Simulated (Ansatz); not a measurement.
PBE exchange is replaced step by step with exact exchange (0 % is PBE, 25 % PBE0; no dispersion term), basis def2-SVPD, Ansatz. System: Mo₆⁻ (the lowest doublet isomer of a short search). Total charge -1; doublet. Geometry: PBE-D4/def2-SVPD.

Geometry of the doublet:

```tsv
atom	x (Å)	y (Å)	z (Å)
Mo1	-1.228	1.206	-0.478
Mo2	-1.408	-0.978	0.320
Mo3	0.141	0.377	1.759
Mo4	1.436	1.077	0.184
Mo5	0.792	-1.609	-0.063
Mo6	0.268	-0.073	-1.723
```

In the def2 sets Mo takes a core potential; there is no spin–orbit coupling. At PBE-D4/def2-SVPD, PBE with 10 % exact exchange/def2-SVPD, PBE with 15 % exact exchange/def2-SVPD the highest occupied level of the charge -1 doublet lies above zero (up to 0.44 eV). It is a level of α spin, whose loss leaves a singlet; that state wasn't run at this geometry and level. The electron is either unbound and held by the finite basis, or the level is raised by self-interaction error. At PBE with 10 % exact exchange/def2-SVPD, PBE with 15 % exact exchange/def2-SVPD, PBE0-D4/def2-SVPD, PBE with 40 % exact exchange/def2-SVPD the charge -1 doublet is spin-contaminated (final ⟨S²⟩ up to 4.43, 0.75 for a pure state). The structure comes from a short search, and lower isomers may exist.

HOMO and LUMO are taken over both spins.

```
exact exchange (%)  HOMO (eV)  LUMO (eV)  gap (eV)   ⟨S²⟩
                 0       0.44       0.68      0.25  0.777
                15       0.17       1.03      0.86  0.924
                25      -0.05       1.23      1.29  1.328
                40      -0.67       1.36      2.03  4.433
```

Estimate the row for 10 %.


```tsv
exact exchange (%)	HOMO (eV)	LUMO (eV)	gap (eV)	⟨S²⟩
10	0.26	0.92	0.66	0.842
```
